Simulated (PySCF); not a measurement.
Several orderings of computed values.

Each SMILES stands for a single optimised conformer of the isolated species, non-relativistic unless stated. Electronic properties by PySCF.

Dipoles, sizes and rotational constants follow the conformer. The torsions of the flexible species, by atom-mapped SMILES:
- `[CH3:1][c:2]1[cH:3][n:4]([CH:5]2[CH2:6][CH2:7]2)[n:8][c:9]1[CH3:10]`: C3–N4–C5–C6 -136°
- `[CH2:1]=[CH:2][N:3]([NH:4][CH3:5])[SiH:6]([CH3:7])[CH3:8]`: C1–C2–N3–N4 2°, C2–N3–N4–C5 78°, C2–N3–Si6–C7 -135°
- `[CH:1]#[C:2][CH2:3][C@@H:4]([C:5]#[N:6])[CH2:7][CH2:8][NH:9][CH3:10]`: C2–C3–C4–C5 175°, C3–C4–C7–C8 172°, C4–C7–C8–N9 -60°, C7–C8–N9–C10 174°
- `[CH:1]#[C:2][CH2:3][P:4]([CH2:5][PH2:6])[C:7]([F:8])=[C:9]([F:10])[F:11]`: C2–C3–P4–C5 71°, C3–P4–C5–P6 -179°, C3–P4–C7–F8 -99°, H–P6–C5–P4 -45°, H–P6–C5–P4 47°
- `[CH2:1]=[CH:2]/[C:3]=[CH:4]\[CH2:5][CH2:6][S:7][CH3:8]`: C3–C4–C5–C6 -115°, C4–C5–C6–S7 -176°, C5–C6–S7–C8 -74°
- `[F:1][C:2]1=[C:3]([CH:4]([F:5])[F:6])[C@@H:7]2[CH:8]=[CH:9][C@H:10]1[O:11]2`: C2–C3–C4–F5 -114°
- `[CH:1]#[C:2][Si@@H:3]([CH:4]=[CH2:5])[C@@H:6]([SiH3:7])[SiH2:8][CH3:9]`: C2–Si3–C4–C5 -140°, C2–Si3–C6–Si7 166°, Si3–C6–Si8–C9 55°
- `[CH3:1][O:2][C@@H:3]1[CH2:4][C@@:5]1([CH3:6])[C+:7]([CH3:8])[CH3:9]`: C1–O2–C3–C4 172°, C4–C5–C7–C8 12°
- `[OH:1][c:2]1[cH:3][c:4]([F:5])[cH:6][c:7]([CH:8]([F:9])[F:10])[cH:11]1`: C6–C7–C8–F9 122°, H–O1–C2–C3 0°
- `[CH3:1][C:2]([CH3:3])([CH3:4])[CH2:5][n:6]1[n:7][n:8][cH:9][c:10]1[F:11]`: C1–C2–C5–N6 -172°, C2–C5–N6–N7 -80°
- `[CH2:1]=[CH:2][c:3]1[cH:4][cH:5][n:6][n:7]1[CH:8]([CH3:9])[CH3:10]`: C1–C2–C3–C4 3°, N6–N7–C8–C9 79°

The conformers of `FC(F)[C@H]1CCC(=S)CS1` aren't listed.

(1) Rank by smallest rotational constant, lowest first (GFN2-xTB).
A. `FC1=C(C(F)F)[C@@H]2C=C[C@H]1O2`
B. `[C@@H](C#N)(CC#C)CCNC`
C. `Cc1cn(C2CC2)nc1C`
D. `C=C/[C]=C\CCSC` [radical]
E. `C#CCP(CP)C(F)=C(F)F`
F. `C=CN(NC)[SiH](C)C`

(2) Give the two extremes of that set in cm⁻¹.

(3) Rank by HOMO energy, lowest first (PBE0/pcSseg-1 at GFN2-xTB geometries).
A. `FC1=C(C(F)F)[C@@H]2C=C[C@H]1O2`
B. `CO[C@@H]1C[C@@]1(C)[C+](C)C`
C. `C=CN(NC)[SiH](C)C`
D. `C#CC[C@@H](C#N)CCNC`
E. `C#C[Si@@H](C=C)[C@@H]([SiH3])[SiH2]C`
F. `Cc1cn(C2CC2)nc1C`

(4) Rank by HOMO–LUMO gap, lowest first (PBE0/pcSseg-1 at GFN2-xTB geometries).
A. `C=CN(NC)[SiH](C)C`
B. `C#CC[C@@H](C#N)CCNC`
C. `C#CCP(CP)C(F)=C(F)F`
D. `CO[C@@H]1C[C@@]1(C)[C+](C)C`
E. `n1(nc(c(C)c1)C)C1CC1`
F. `CC(C)(C)Cn1nncc1F`
G. `Oc1cc(F)cc(C(F)F)c1`
H. `FC(F)[C@H]1CCC(=S)CS1`

(5) Rank by dipole moment, lowest first (PBE0/pcSseg-1 at GFN2-xTB geometries).
A. `CC(C)(C)Cn1nncc1F`
B. `FC1=C(C(F)F)[C@@H]2C=C[C@H]1O2`
C. `Cc1c(nn(c1)C1CC1)C`
D. `C=Cc1ccnn1C(C)C`
E. `C=CN(NC)[SiH](C)C`
F. `C#CCP(CP)C(F)=C(F)F`

Answers

(1) E (0.401 GHz), D (0.554 GHz), B (0.618 GHz), C (0.719 GHz), A (0.808 GHz), F (0.976 GHz).

(2) `C#CCP(CP)C(F)=C(F)F`: 0.0134 cm⁻¹; `C=CN(NC)[SiH](C)C`: 0.0326 cm⁻¹.

(3) B (-11.88 eV), E (-7.93 eV), A (-7.02 eV), D (-6.73 eV), F (-6.24 eV), C (-5.79 eV).

(4) H (4.18 eV), D (5.23 eV), G (6.15 eV), C (6.61 eV), A (6.87 eV), E (7.03 eV), B (7.33 eV), F (7.54 eV).

(5) E (0.77 D), F (1.23 D), C (1.74 D), D (1.95 D), B (2.20 D), A (3.57 D).
